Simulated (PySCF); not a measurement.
Be (beryllium, neutral) across methods

[He] 2s1 3d1, high-spin 3D determinant (an excited configuration). Calculation: PySCF 2.14, in aug-cc-pCVQZ-DK; scalar relativity by spin-free X2C-1e.

```csv
method,E (hartree),mean ε 1s β (eV),mean ε 2s α (eV),mean ε 3d α (eV),Σ⟨r²⟩ (bohr²),⟨S²⟩
r2SCAN,-14.3667,-114.50,-9.467,0.490,37.91,2.000
PBE0,-14.3504,-117.72,-10.263,0.098,37.84,2.000
UHF,-14.29553,-134.00,-12.841,-0.439,38.19,2.000
LDA,-14.1607,-110.74,-9.192,0.536,37.73,2.000
wB97M-V,-14.3579,-120.46,-11.949,-0.283,37.09,2.000
revPBE,-14.3846,-112.20,-9.270,0.302,37.82,2.000
BLYP,-14.3767,-112.40,-9.059,0.535,37.88,2.000
PBE,-14.3491,-112.03,-9.280,0.362,37.77,2.000
```

The outer electron is Rydberg-like, and this basis confines it to a smaller radius and binds it less than a complete one would.

The highest occupied level is positive at r2SCAN, PBE0, LDA, revPBE, BLYP, PBE: only the finite basis holds that electron, which in a density functional comes from self-interaction.
